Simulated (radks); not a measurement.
Results of a calculation; reference values are marked as such.
Question: Radial electron density D(r) = 4 pi r^2 rho(r) of an atom or ion with 17 electrons. Level of theory: Dirac Kohn-Sham, exchange-only LDA, spin-unpolarised, spherical densities, finite nucleus; Fermi nuclear charge, rms radius of each element as measured or else 0.836 A^(1/3) + 0.57 fm (a radial shooting solver on a logarithmic mesh with Libxc functionals).

| r (bohr) | D(r) (e/bohr) |
|---|---|
| 0.002911 | 7.283 |
| 0.003642 | 10.38 |
| 0.004521 | 14.39 |
| 0.005656 | 19.77 |
| 0.007019 | 26.21 |
| 0.008781 | 34.03 |
| 0.0109 | 42.15 |
| 0.01353 | 49.93 |
| 0.01692 | 56.26 |
| 0.021 | 59.29 |
| 0.02628 | 58.52 |
| 0.03261 | 54.92 |
| 0.0408 | 51.30 |
| 0.05063 | 51.82 |
| 0.06284 | 58.14 |
| 0.07862 | 67.29 |
| 0.09758 | 70.32 |
| 0.1221 | 60.46 |
| 0.1515 | 41.89 |
| 0.1895 | 26.84 |
| 0.2352 | 24.76 |
| 0.292 | 27.75 |
| 0.3653 | 23.44 |
| 0.4533 | 12.51 |
| 0.5672 | 3.660 |
| 0.7039 | 0.5810 |
| 0.8806 | 0.03800 |
| 1.093 | 0.001049 |

What is the nuclear charge?

Answer: Z = 46. The innermost maximum, from 1s, lies near gamma/Z bohr with gamma = sqrt(1 - (Z/c)^2) = 0.942, here 0.0205 bohr (found: 0.0224), and its height grows with Z. The density is that of the palladium ion Pd29+ in [Ne] 3s2 3p5; the configuration itself is not fixed sharply by these data, and Z only to a few units. D(r) has 3 maxima, at r = 0.0224, 0.0930, 0.299 bohr, and minima at 0.0446, 0.219 bohr, inside which lie 2.05, 10.47 electrons.
